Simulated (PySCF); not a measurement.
These are ωB97X-D3(BJ)/def2-TZVP // PBE0-D3(BJ)/def2-SVP (PySCF 2.14.0) values and carry that method's errors. Isolated molecules, 0 K electronic values unless said otherwise. One relaxed conformer stands for a flexible species; it need not be the lowest. Delta-SCF ions had no search for a lower state. 

Reference species (SMILES): `C=Cc1cc(F)cc([SiH3])c1` (C–C–C–C torsion 1°) (neutral, multiplicity 1).

```yaml
vertical ionisation energy (Delta-SCF): 8.67 eV
vertical electron affinity (Delta-SCF): -0.11 eV
```

Changed species: `C=C(F)c1ccc([SiH3])cc1` (F–C–C–C torsion 5°).

Q: Predict the effect on the vertical ionisation energy (Delta-SCF) and vertical electron affinity (Delta-SCF).

A: the vertical ionisation energy (Delta-SCF) is nearly the same; the vertical electron affinity (Delta-SCF) goes up by 0.02 eV, to -0.09 eV.
